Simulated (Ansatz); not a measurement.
Frontier orbitals of CH₂GaNO, SMILES `N#C[O][GaH2]`.

The species carries charge 0 and has multiplicity 1. Correlated methods include outer-core shells of Ga, which these sets cover unevenly. Scalar relativity is left out up to krypton. Geometry: relaxed with PBE0-D4/def2-TZVP. Basis def2-TZVPP, Ansatz.

Orbital energies of one run (eV). Highest occupied ones, from the top: -10.63, -10.76, -12.46, -12.61, -14.68, -15.38, -16.31, -19.47, -27.12, -27.17, -27.27, -27.39, -27.41, -27.65. Empty: -0.44, 1.42, 1.95, 4.26, 4.57, 4.89.

(1) Which functional gave them?
A. B3LYP
B. r2SCANh
C. r2SCAN
D. ωB97X-V

Results:

(1) D. HOMO energies: ωB97X-V -10.63, r2SCANh -7.64, r2SCAN -7.14, B3LYP -7.99 eV.

B3LYP here is the variant with VWN-RPA as its local correlation; programs differ in this.
